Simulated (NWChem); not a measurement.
C3H6O2Si; SMILES C1O[SiH2][C@H]1C=O

```xyz
12

O      0.1543    -2.7197    -0.0442
C     -0.2410    -1.6390     0.3382
C     -0.2797    -0.3996    -0.4955
C     -1.3228     0.6844    -0.0928
O     -0.4853     1.8199     0.2791
Si     0.9497     0.9960    -0.0232
H     -0.5901    -1.5008     1.3896
H     -0.2702    -0.6547    -1.5583
H     -1.9361     0.3867     0.7667
H     -1.9814     0.9660    -0.9203
H      1.7788     1.5439    -1.1283
H      1.8105     0.7721     1.1679
```
Atoms are numbered in this order, from 1.

Results from NWChem. Pople sets run with spherical d functions. Coordinates come from a B3LYP/6-31G* (spherical d) optimisation. Static field.

Taking PBE/def2-SVPD as the yardstick, which of these has the fewest basis functions while keeping “isotropic polarisability (bohr³)” within 2 % of it: PBE/6-31+G*; PBE/def2-SVP; PBE/6-31G*?

none of them.
```csv
level,basis functions,isotropic polarisability (bohr³)
PBE/6-31G*,100,56.8
PBE/def2-SVP,118,59.3
PBE/6-31+G*,124,65.6
PBE/def2-SVPD,178,69.6
```

The yardstick is one finite set, not the basis-set limit.
